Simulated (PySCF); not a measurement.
Job file and geometry (Å, from GFN2-xTB) of an NMR shielding run on `C1OC[C@@](OC)(B(F)F)O1`, C$_{4}$H$_{7}$BF$_{2}$O$_{3}$, PySCF 2.14.0, density-fitted response routines, GIAO PBE0/pcSseg-1 NMR shielding, non-relativistic, gas phase; density fitting, a coarse starting grid and PySCF grid level 2 are the driver's defaults:

```
$ OMP_NUM_THREADS=1 python probes_run.py task.json out

{"job": {"kind": "nmr", "xc": "PBE0", "basis": "pcSseg-1"}, "charge": 0, "multiplicity": 1}
C      2.157885    -0.569165     0.135325
O      0.972968    -0.517372    -0.635869
C     -0.046786     0.277790    -0.072198
B      0.383123     1.805245     0.209615
F      0.077352     2.459932     1.298444
F      1.001120     2.517232    -0.705630
C     -1.244749     0.199292    -1.079211
O     -2.289030    -0.371460    -0.337312
C     -1.667234    -1.103767     0.675830
O     -0.577924    -0.323329     1.098083
H      1.959358    -0.982937     1.127755
H      2.596814     0.429096     0.242922
H      2.839116    -1.216706    -0.411158
H     -1.568404     1.171368    -1.451205
H     -0.929375    -0.443978    -1.909758
H     -1.313221    -2.079853     0.295419
H     -2.358011    -1.239358     1.509035
```

Question: Write the output of this run.

Answer: 
```
coarse grid: 15200 points
cycle   1  E = -605.9564810020  dE =  1.624e+00  |g| = 1.036e+00  |ddm| = 3.629e+00
cycle   2  E = -605.7545054329  dE =  2.020e-01  |g| = 1.526e+00  |ddm| = 1.466e+00
cycle   3  E = -606.1349179890  dE = -3.804e-01  |g| = 7.503e-02  |ddm| = 9.262e-01
cycle   4  E = -606.1357624123  dE = -8.444e-04  |g| = 3.987e-02  |ddm| = 7.721e-02
cycle   5  E = -606.1360586035  dE = -2.962e-04  |g| = 1.163e-02  |ddm| = 3.251e-02
cycle   6  E = -606.1360781478  dE = -1.954e-05  |g| = 4.412e-03  |ddm| = 9.376e-03
cycle   7  E = -606.1360818845  dE = -3.737e-06  |g| = 4.970e-04  |ddm| = 3.360e-03
final grid: 150480 points
cycle   8  E = -606.2363255316  dE = -6.187e-05  |g| = 1.580e-02  |ddm| = 2.773e-02
cycle   9  E = -606.2362823253  dE =  4.321e-05  |g| = 2.248e-02  |ddm| = 1.997e-02
cycle  10  E = -606.2363681267  dE = -8.580e-05  |g| = 1.080e-03  |ddm| = 1.226e-02
cycle  11  E = -606.2363683657  dE = -2.391e-07  |g| = 2.250e-04  |ddm| = 9.507e-04
cycle  12  E = -606.2363683744  dE = -8.687e-09  |g| = 9.547e-05  |ddm| = 1.849e-04
cycle  13  E = -606.2363683759  dE = -1.508e-09  |g| = 2.599e-05  |ddm| = 7.626e-05
cycle  14  E = -606.2363683760  dE = -1.050e-10  |g| = 7.462e-06  |ddm| = 1.919e-05
converged SCF energy = -606.2363683760

GIAO shielding tensors (ppm)
atom      isotropic    diamagn.    paramagn.     s11        s22        s33       span
  0 C      128.651     246.061    -117.410     95.061    108.287    182.604     87.543
  1 O      259.790     399.405    -139.615    198.263    264.587    316.520    118.257
  2 C       80.717     251.686    -170.969     53.433     80.136    108.581     55.148
  3 B       75.101     194.203    -119.102     55.279     84.167     85.857     30.578
  4 F      235.985     467.165    -231.181     51.464    277.889    378.600    327.136
  5 F      247.585     467.925    -220.340     66.713    292.059    383.983    317.270
  6 C      107.561     248.819    -141.257     70.622    104.490    147.572     76.950
  7 O      251.521     396.333    -144.812    157.567    239.343    357.652    200.085
  8 C       88.037     243.886    -155.848     48.183     93.895    122.035     73.852
  9 O      206.929     399.543    -192.614    148.380    189.453    282.953    134.574
 10 H       27.738      30.302      -2.564     23.312     26.115     33.787     10.475
 11 H       28.674      29.719      -1.044     24.381     27.402     34.240      9.859
 12 H       27.949      28.849      -0.900     23.802     25.370     34.676     10.874
 13 H       27.496      29.937      -2.440     23.591     27.474     31.425      7.833
 14 H       27.838      30.881      -3.043     23.329     27.986     32.198      8.869
 15 H       26.629      29.857      -3.228     21.794     25.561     32.532     10.739
 16 H       26.248      28.011      -1.763     21.707     24.917     32.120     10.412
```

Size and cost of the density-fitted run: 205 basis functions, 46 s wall time on 1 thread of an Arm Neoverse V1, shared host; peak memory 0.92 GiB.
